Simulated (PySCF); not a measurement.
**Excitation energy of Mg⁺ by level of theory**

Mg⁺ [Ne] 3s1 (2S) → Mg⁺ [Ne] 3d1 (2D), as a difference of total energies. Computed with PySCF 2.14 in aug-cc-pCVTZ-DK with one added diffuse shell each of s, p, d, f type (9s8p6d4f, 91 functions), with the spin-free X2C one-electron Hamiltonian (Gaussian nucleus). Correlated levels: nothing frozen. The calculations carry no spin-orbit coupling.

```csv
method,excitation energy (eV),error (eV)
UHF,8.640,-0.224
MP2 (all electrons),8.810,-0.054
SCS-MP2 (all electrons),8.774,-0.090
CCSD (all electrons),8.811,-0.053
CCSD(T) (all electrons),8.817,-0.047
```

Reference: 8.864 eV (measured; NIST levels, between the centres of gravity of the two terms).

Errors of the correlated levels include the incompleteness of this basis.
